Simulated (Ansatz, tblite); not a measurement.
Forces on the cluster RbF₂⁻ at its r2SCAN-D4/def2-TZVPD geometry. Total charge -1; singlet.

In the def2 sets Rb takes a core potential; there is no spin–orbit coupling. The xTB rows come from tblite. The structure comes from a short search, and lower isomers may exist.

GFN1-xTB (tblite), largest force 0.51 eV/Å:

```xyz
3
positions Å, forces eV/Å
Rb    0.000   -0.001    0.001    0.000    0.001   -0.001
F    -1.195    1.724    1.460    0.238   -0.344   -0.291
F     1.195   -1.723   -1.461   -0.239    0.344    0.292
```

GFN2-xTB (tblite), largest force 0.53 eV/Å:

```
Rb 0.000 0.000 0.000
F 0.247 -0.357 -0.302
F -0.247 0.356 0.302
```

PBE0-D4/def2-TZVPD (Ansatz), largest force 0.05 eV/Å:

```
Rb 0.000 0.000 0.000
F 0.023 -0.033 -0.028
F -0.023 0.033 0.028
```
